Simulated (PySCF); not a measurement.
**Radial density of Te⁺ (tellurium, charge +1)**

M06-2X, [Kr] 4d10 5s2 5p3, high-spin 4S determinant. Calculation: PySCF 2.14, in aug-cc-pVDZ-PP with ECP28MDF; a scalar-relativistic core potential. This is the valence pseudo-density: the core potential removes the inner electrons and smooths the orbitals near the nucleus.

```tsv
r (bohr)	4πr²ρ (e/bohr)	4πr²(ρα − ρβ)
0.00207	1.899e-05	0.0000
0.00348	5.300e-05	0.0000
0.00586	0.0001443	0.0000
0.00986	0.0003679	0.0000
0.0166	0.0008013	0.0000
0.0279	0.001335	0.0000
0.0469	0.001863	0.0000
0.0789	0.003036	0.0000
0.133	0.01993	0.0002
0.223	0.2504	0.0026
0.375	3.976	0.0613
0.632	23.54	0.2964
1.06	15.40	0.0066
1.79	4.073	1.4835
3.01	1.259	0.8587
5.06	0.07032	0.0592
8.50	4.482e-05	0.0000
```

Energies and moments cover only the electrons outside the core potential.
